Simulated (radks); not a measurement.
Dynamic dipole polarisability and lines of the neodymium ion Nd24+, [Kr]. Calculated with a radial shooting solver on a logarithmic mesh with Libxc functionals: scalar-relativistic Kohn-Sham, exchange-only LDA, spin-polarised, spherical densities, finite nucleus; Fermi nuclear charge, rms radius of each element as measured or else 0.836 A^(1/3) + 0.57 fm. Time-dependent linear response with the Hartree and adiabatic exchange-only LDA kernel, continuum included through the Sternheimer equations, no spin-orbit coupling, so fine structure and intercombination lines are absent. Lines are the poles of the dipole polarisability below minus the highest occupied eigenvalue, found on a grid refined at the orbital gaps; the lowest seven at most are given, and weak or close lines can be missed. The first line takes the name of the lowest orbital gap if no other gap lies below it; otherwise a line is named after a gap within 0.6 % of it, if that gap stands alone.

photon energy (eV),alpha (bohr^3)
0,0.1471
41.764,0.1591
97.450,0.2569
153.14,-0.9954
208.82,-0.09716
264.51,-0.02888
320.19,0.07394

Lines (eV, oscillator strength): 144.18 (8.599 nm, 4p-4d), f = 3.65; 342.16 (3.624 nm, 4p-5s), f = 0.618; 431.50 (2.873 nm, 4p-5d), f = 0.677; 463.48 (2.675 nm, 4s-5p), f = 0.317; 529.25 (2.343 nm, 4p-6s), f = 0.133; 575.51 (2.154 nm, 4p-6d), f = 0.306. Higher lines, where found, are left out when the end of the mesh affects them. Those listed give 94 % of the static polarisability (sum of f/w^2). Orbital energy gaps for comparison: 4p-4d 117.86 eV; 4p-5s 341.24 eV; 4p-5d 430.12 eV; 4s-5p 462.30 eV; 4p-6s 528.83 eV.
